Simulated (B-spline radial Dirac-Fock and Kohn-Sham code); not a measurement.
Satellites and hypersatellites of the K lines of Fe²⁺

System: the Fe²⁺ ion in the configuration 1s2 2s2 2p6 3s2 3p6 3d6, inside a Watson sphere of charge -2 and radius 2.2 Å (a model of the Madelung potential; inside it an electron's potential energy is raised by 13.1 eV).

Input of the calculation (task.json; shells as n, l, electrons):

```json
{"items": [{
  "Z": 26,
  "q": 2,
  "cfg": [[1, 0, 2], [2, 0, 2], [2, 1, 6], [3, 0, 2], [3, 1, 6], [3, 2, 6]],
  "A": 56,
  "rrms": 3.7377,
  "watson": [-2, 2.2],
  "do": ["binding", "quiet", "double"]
}]}
```

Launch: `python xray_run.py task.json out`

The computed values come from a B-spline atomic structure program: Dirac-Fock (average of configuration) total-energy differences with a finite nucleus, the Breit interaction including its frequency dependence, and self-energy and vacuum-polarisation corrections. Each two-hole energy is an average over J within one jj subconfiguration, not an observable level; in light atoms, where LS coupling holds, the j-resolved values are not observed lines, and for a K spectator the Kα1 hypersatellite is nearly forbidden. The model has no electron correlation.

Lines without a spectator: Kα2 (K-L2) 6389.9 eV, Kα1 (K-L3) 6402.1 eV, Kβ3 (K-M2) 7054.0 eV, Kβ1 (K-M3) 7055.5 eV. Shifts in eV with one spectator hole (a dash: not computed, or left out as unreliable):

| spectator hole | Kα2 | Kα1 | Kβ3 | Kβ1 |
| --- | --- | --- | --- | --- |
| K (1s) | +272.5 | +274.6 | +339.6 | +339.9 |
| L2 (2p1/2) | +25.04 | +30.7 | – | +69.4 |
| L3 (2p3/2) | +28.60 | +27.38 | +67.2 | – |
| M2 (3p1/2) | – | +2.20 | +4.95 | +6.49 |
| M3 (3p3/2) | +2.02 | – | +6.15 | +5.74 |

With n spectator holes in 2p, averaged over the 2p shell (energies in eV):

```csv
n,KαLⁿ,step,hypersatellite KαʰLⁿ
0,6398.0,–,6671.9
1,6426.5,+28.4,6701.5
2,6456.0,+29.5,6732.2
3,6486.6,+30.6,6764.0
4,6518.3,+31.7,6796.9
5,6551.1,+32.8,6831.0
```
